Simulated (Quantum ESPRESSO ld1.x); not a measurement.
Lu, configuration [Xe] 4f14 5d1 6s2. All-electron calculation, Dirac Kohn-Sham, PBE, spin-unpolarised, spherical densities, point nucleus; open shells fill j = l - 1/2 first. Program: ld1.x of Quantum ESPRESSO 7.5.

Spin-orbit splittings of the eigenvalues, e(l+1/2) - e(l-1/2), with zeta = 2 splitting/(2l+1) and mean radii in bohr:

| shell | occ. | splitting (eV) | zeta (eV) | <r> j=l-1/2 | <r> j=l+1/2 |
|---|---|---|---|---|---|
| 2p | 6 | 1118 | 745.1 | 0.06740 | 0.07502 |
| 3p | 6 | 238.4 | 158.9 | 0.2020 | 0.2162 |
| 3d | 10 | 52.04 | 20.82 | 0.1898 | 0.1942 |
| 4p | 6 | 54.23 | 36.16 | 0.4850 | 0.5176 |
| 4d | 10 | 9.900 | 3.960 | 0.5409 | 0.5524 |
| 4f | 14 | 1.522 | 0.4349 | 0.7165 | 0.7329 |
| 5p | 6 | 6.870 | 4.580 | 1.317 | 1.431 |
| 5d | 1 | ? | ? | 2.853 | 3.038 |

Estimate the 5d splitting.

Answer. 0.3119 eV (zeta = 0.1248 eV).
